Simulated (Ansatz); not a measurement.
Geometry optimisation, RHF/def2-SVP in Ansatz.

The input (input.yaml):

```yaml
crystal:
  periodic: [false, false, false]
  atoms:
    - { symbol: Ta, position_ang: [0.0, 0.0, 0.0] }
    - { symbol: "N", position_ang: [2.16, 0.0, 0.0] }
    - { symbol: H, position_ang: [2.69, -0.5118, 0.762] }
    - { symbol: H, position_ang: [2.69, 0.5118, -0.762] }
    - { symbol: "N", position_ang: [0.0, 0.0, 2.16] }
    - { symbol: H, position_ang: [-0.2456, -0.8845, 2.69] }
    - { symbol: H, position_ang: [0.2456, 0.8845, 2.69] }
    - { symbol: "N", position_ang: [0.0, 0.0, -2.16] }
    - { symbol: H, position_ang: [-0.6116, -0.6845, -2.69] }
    - { symbol: H, position_ang: [0.6116, 0.6845, -2.69] }
    - { symbol: "N", position_ang: [-1.08, 1.8706, 0.0] }
    - { symbol: H, position_ang: [-1.6414, 2.1584, 0.8518] }
    - { symbol: H, position_ang: [-1.0486, 2.5007, -0.8518] }
    - { symbol: F, position_ang: [-0.965, -1.6714, 0.0] }
basis:
  gaussian: { orbitals: def2-SVP }
hamiltonian:
  xc: hf
relax:
  f_tol: 0.02
  max_steps: 40
```

Command:

```bash
$ ansatz run input.yaml --threads 2 --pin off --max-ram 3072MiB --backend cpu --events-out ev --progress --plain --runs-dir out
```

**Question.** Where does it end, and by what steps?

**Answer.** It converged. After 26 steps the energy has fallen by 2.511 eV; H7 moved furthest, 1.56 Å.

```json
{"step": "0", "energy less start (eV)": "0.0000", "largest force component (eV/Å)": "2.471", "accepted": "yes"}
{"step": "1", "energy less start (eV)": "-1.7783", "largest force component (eV/Å)": "2.606", "accepted": "yes"}
{"step": "2", "energy less start (eV)": "-2.0853", "largest force component (eV/Å)": "1.030", "accepted": "yes"}
{"step": "3", "energy less start (eV)": "-2.1648", "largest force component (eV/Å)": "0.995", "accepted": "yes"}
{"step": "4", "energy less start (eV)": "-2.2004", "largest force component (eV/Å)": "0.946", "accepted": "yes"}
{"step": "5", "energy less start (eV)": "-2.2226", "largest force component (eV/Å)": "0.447", "accepted": "yes"}
{"step": "6", "energy less start (eV)": "-2.2314", "largest force component (eV/Å)": "0.244", "accepted": "yes"}
{"step": "7", "energy less start (eV)": "-2.2353", "largest force component (eV/Å)": "0.231", "accepted": "yes"}
{"step": "8", "energy less start (eV)": "-2.2408", "largest force component (eV/Å)": "0.298", "accepted": "yes"}
{"step": "9", "energy less start (eV)": "-2.2537", "largest force component (eV/Å)": "0.223", "accepted": "yes"}
{"step": "10", "energy less start (eV)": "-2.2424", "largest force component (eV/Å)": "0.853", "accepted": "no"}
{"step": "11", "energy less start (eV)": "-2.2616", "largest force component (eV/Å)": "0.155", "accepted": "yes"}
{"step": "12", "energy less start (eV)": "-2.2667", "largest force component (eV/Å)": "0.293", "accepted": "yes"}
{"step": "13", "energy less start (eV)": "-2.2802", "largest force component (eV/Å)": "0.142", "accepted": "yes"}
{"step": "14", "energy less start (eV)": "-2.2893", "largest force component (eV/Å)": "0.520", "accepted": "yes"}
{"step": "15", "energy less start (eV)": "-2.3001", "largest force component (eV/Å)": "0.457", "accepted": "yes"}
{"step": "16", "energy less start (eV)": "-2.3119", "largest force component (eV/Å)": "0.866", "accepted": "yes"}
{"step": "17", "energy less start (eV)": "-2.3197", "largest force component (eV/Å)": "0.994", "accepted": "yes"}
{"step": "18", "energy less start (eV)": "-2.3802", "largest force component (eV/Å)": "0.496", "accepted": "yes"}
{"step": "19", "energy less start (eV)": "-2.4245", "largest force component (eV/Å)": "0.627", "accepted": "yes"}
{"step": "20", "energy less start (eV)": "-2.4747", "largest force component (eV/Å)": "0.378", "accepted": "yes"}
{"step": "21", "energy less start (eV)": "-2.4975", "largest force component (eV/Å)": "0.163", "accepted": "yes"}
{"step": "22", "energy less start (eV)": "-2.4523", "largest force component (eV/Å)": "0.442", "accepted": "no"}
{"step": "23", "energy less start (eV)": "-2.5087", "largest force component (eV/Å)": "0.036", "accepted": "yes"}
{"step": "24", "energy less start (eV)": "-2.5106", "largest force component (eV/Å)": "0.027", "accepted": "yes"}
{"step": "25", "energy less start (eV)": "-2.5109", "largest force component (eV/Å)": "0.044", "accepted": "yes"}
{"step": "26", "energy less start (eV)": "-2.5110", "largest force component (eV/Å)": "0.019", "accepted": "yes"}
```

```xyz
14
Properties=species:S:1:pos:R:3
Ta -0.097 0.268 -0.003
N 1.849 0.787 0.065
H 2.637 0.178 0.202
H 2.178 1.727 -0.068
N 0.096 -0.584 1.799
H -0.572 -1.248 2.147
H 0.889 -0.506 2.407
N 0.134 -0.597 -1.790
H -0.543 -1.241 -2.158
H 0.967 -0.581 -2.347
N -0.805 2.118 -0.070
H -0.998 2.694 0.731
H -1.159 2.560 -0.901
F -1.770 -0.716 -0.014
```

Whether the end is a true minimum wasn't checked by a vibrational analysis.

Run time: 91 s on 2 threads of Arm Neoverse V1, on a shared host, peak memory 0.39 GiB.
